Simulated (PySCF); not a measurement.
**Basis-set dependence of population analyses: `O[SiH2][SiH2]B(O)O`**

BH7O3Si2.
Bonds: O1–Si2, Si2–Si3, Si3–B4, B4–O5, B4–O6. Hydrogens: H7 on O1; H8, H9 on Si2; H10, H11 on Si3; H12 on O5; H13 on O6.

PBE0 throughout (PySCF), one geometry, spherical d and f functions. The structure is a single PBE0-D3(BJ)/def2-SVP conformer in the gas phase; no vibrational or solvent corrections. Atoms taken as equivalent share a column and are averaged. The first 7 of 9 kinds of atom are listed.

Mulliken charges (e):

| basis | functions | O1 | Si2 | Si3 | B4 | O5/O6 | H7 | H8/H9 |
| --- | --- | --- | --- | --- | --- | --- | --- | --- |
| STO-3G | 45 | -0.450 | +0.525 | +0.258 | +0.180 | -0.324 | +0.198 | -0.136 |
| 6-31G | 76 | -0.830 | +0.734 | +0.045 | +0.478 | -0.647 | +0.444 | -0.125 |
| pcSseg-0 | 76 | -0.857 | +0.689 | -0.166 | +0.510 | -0.643 | +0.418 | -0.076 |
| 6-31G* | 106 | -0.768 | +0.566 | -0.093 | +0.410 | -0.605 | +0.472 | -0.090 |
| cc-pVDZ | 127 | -0.373 | +0.403 | -0.133 | +0.030 | -0.125 | +0.178 | -0.074 |
| def2-SVP | 127 | -0.428 | +0.476 | -0.098 | +0.020 | -0.160 | +0.202 | -0.093 |
| aug-cc-pVDZ | 209 | -0.769 | -0.042 | -1.069 | +0.869 | -0.476 | +0.221 | +0.346 |
| 6-311+G(2d,p) | 220 | -0.704 | +0.512 | +0.073 | +0.783 | -0.720 | +0.366 | -0.064 |
| def2-TZVP | 240 | -0.531 | +0.311 | -0.129 | +0.292 | -0.430 | +0.340 | -0.039 |
| cc-pVTZ | 286 | -0.386 | +0.345 | -0.131 | +0.161 | -0.248 | +0.222 | -0.058 |
| IGLO-III | 298 | -0.647 | +0.780 | +0.259 | +0.503 | -0.535 | +0.275 | -0.189 |
| pcSseg-2 | 328 | -0.533 | +0.622 | +0.136 | +0.441 | -0.450 | +0.234 | -0.134 |

IAO charges (e):

| basis | functions | O1 | Si2 | Si3 | B4 | O5/O6 | H7 | H8/H9 |
| --- | --- | --- | --- | --- | --- | --- | --- | --- |
| STO-3G | 45 | -0.588 | +0.634 | +0.304 | +0.118 | -0.372 | +0.240 | -0.136 |
| 6-31G | 76 | -0.751 | +0.618 | +0.075 | +0.283 | -0.517 | +0.353 | -0.093 |
| pcSseg-0 | 76 | -0.726 | +0.613 | +0.008 | +0.269 | -0.492 | +0.340 | -0.090 |
| 6-31G* | 106 | -0.782 | +0.733 | +0.146 | +0.307 | -0.530 | +0.352 | -0.132 |
| cc-pVDZ | 127 | -0.781 | +0.721 | +0.146 | +0.293 | -0.525 | +0.354 | -0.130 |
| def2-SVP | 127 | -0.777 | +0.733 | +0.147 | +0.289 | -0.519 | +0.350 | -0.135 |
| aug-cc-pVDZ | 209 | -0.805 | +0.727 | +0.154 | +0.303 | -0.543 | +0.364 | -0.128 |
| 6-311+G(2d,p) | 220 | -0.814 | +0.755 | +0.169 | +0.305 | -0.547 | +0.365 | -0.136 |
| def2-TZVP | 240 | -0.814 | +0.765 | +0.170 | +0.308 | -0.546 | +0.364 | -0.139 |
| cc-pVTZ | 286 | -0.809 | +0.752 | +0.160 | +0.310 | -0.545 | +0.364 | -0.136 |
| IGLO-III | 298 | -0.817 | +0.759 | +0.173 | +0.306 | -0.548 | +0.366 | -0.138 |
| pcSseg-2 | 328 | -0.815 | +0.762 | +0.167 | +0.309 | -0.548 | +0.365 | -0.139 |

Hirshfeld charges (e):

```csv
basis,functions,O1,Si2,Si3,B4,O5/O6,H7,H8/H9
STO-3G,45,-0.287,+0.352,+0.159,+0.090,-0.173,+0.112,-0.098
6-31G,76,-0.348,+0.306,+0.106,+0.152,-0.224,+0.127,-0.073
pcSseg-0,76,-0.343,+0.334,+0.118,+0.153,-0.227,+0.122,-0.086
6-31G*,106,-0.321,+0.284,+0.115,+0.154,-0.221,+0.130,-0.078
cc-pVDZ,127,-0.307,+0.296,+0.130,+0.148,-0.218,+0.122,-0.085
def2-SVP,127,-0.314,+0.305,+0.136,+0.156,-0.225,+0.123,-0.087
aug-cc-pVDZ,209,-0.326,+0.307,+0.140,+0.170,-0.233,+0.119,-0.080
"6-311+G(2d,p)",220,-0.326,+0.308,+0.140,+0.172,-0.236,+0.120,-0.081
def2-TZVP,240,-0.322,+0.302,+0.137,+0.171,-0.235,+0.123,-0.081
cc-pVTZ,286,-0.319,+0.302,+0.134,+0.171,-0.232,+0.121,-0.082
IGLO-III,298,-0.323,+0.305,+0.143,+0.175,-0.238,+0.119,-0.080
pcSseg-2,328,-0.329,+0.310,+0.142,+0.176,-0.237,+0.120,-0.082
```

Some averages cover members that differ in this geometry, most widely: O5/O6, Mulliken in def2-TZVP -0.471 to -0.390; O5/O6, Mulliken in 6-311+G(2d,p) -0.758 to -0.681; O5/O6, Mulliken in cc-pVDZ -0.154 to -0.096; O5/O6, Mulliken in pcSseg-2 -0.476 to -0.423 e.

Question: Which scheme is steadiest as the basis changes?

Answer: Largest range over the bases for any column: Hirshfeld 0.09 e, IAO 0.30 e, Mulliken 1.33 e. Hirshfeld charges move least and Mulliken charges most, counted in e. Without the minimal STO-3G basis the ranges are Hirshfeld 0.05, IAO 0.16, Mulliken 1.33 e.

Question: How much do the charges still move between the two largest bases, IGLO-III and pcSseg-2?

Answer: At most, over all atoms: Mulliken 0.158 e, IAO 0.006 e, Hirshfeld 0.006 e.

Question: What do the same runs give for the total energy, the frontier levels and the dipole moment?

Answer: 
| basis | energy (Eh) | HOMO (eV) | LUMO (eV) | μ (D) |
| --- | --- | --- | --- | --- |
| STO-3G | -823.1722 | -3.45 | 4.31 | 3.17 |
| 6-31G | -833.1374 | -7.53 | -0.25 | 4.08 |
| pcSseg-0 | -832.0257 | -7.68 | -0.47 | 4.16 |
| 6-31G* | -833.2768 | -7.43 | -0.20 | 3.55 |
| cc-pVDZ | -833.3427 | -7.44 | -0.31 | 3.39 |
| def2-SVP | -832.9618 | -7.52 | -0.41 | 3.51 |
| aug-cc-pVDZ | -833.3730 | -7.61 | -0.62 | 3.13 |
| 6-311+G(2d,p) | -833.4460 | -7.65 | -0.67 | 3.20 |
| def2-TZVP | -833.4693 | -7.60 | -0.61 | 3.22 |
| cc-pVTZ | -833.4644 | -7.57 | -0.54 | 3.22 |
| IGLO-III | -833.4771 | -7.64 | -0.63 | 3.16 |
| pcSseg-2 | -833.4845 | -7.65 | -0.66 | 3.24 |

The dipole is fixed by the density alone, so its range of 1.03 D shows that the density itself changes with the basis, not only its division among atoms.
